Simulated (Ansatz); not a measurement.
Start from `C=COC(C)=O` and change one atom or group to get `CC(=O)OBCl`.

Ansatz, PBE0-D4/def2-TZVP geometries, multiplicity 1. Each molecule was computed in one conformer, which needn't be the lowest.

```csv
property,`C=COC(C)=O`
size of the dipole moment (ωB97M-V/def2-TZVPP) / D,1.81
HOMO–LUMO gap (PBE0/def2-TZVPP) / eV,6.98
HOMO energy (PBE0/def2-TZVPP) / eV,-7.37
LUMO energy (PBE0/def2-TZVPP) / eV,-0.39
LUMO energy (B3LYP/def2-TZVPP) / eV,-0.66
HOMO energy (B3LYP/def2-TZVPP) / eV,-7.15
```

Problem. Give the same properties after the change, and the shifts. (Best estimate.)

Solution. Computed: 
```csv
property,`CC(=O)OBCl`,shift
size of the dipole moment (ωB97M-V/def2-TZVPP) / D,2.40,0.59
HOMO–LUMO gap (PBE0/def2-TZVPP) / eV,7.28,0.30
HOMO energy (PBE0/def2-TZVPP) / eV,-8.54,-1.17
LUMO energy (PBE0/def2-TZVPP) / eV,-1.26,-0.87
LUMO energy (B3LYP/def2-TZVPP) / eV,-1.49,-0.83
HOMO energy (B3LYP/def2-TZVPP) / eV,-8.28,-1.13
```

With PBE0 the HOMO falls by 1.17 eV and the LUMO falls by 0.87 eV, so the gap widens by about 0.30 eV. PBE moves the HOMO by -0.66 eV and ωB97M-V by -1.34 eV. The zero-point energy changes by -74.5 kJ/mol with -6 modes. Dipoles are sizes alone; their direction can turn.

B3LYP here is the variant with VWN-RPA as its local correlation; programs differ in this.
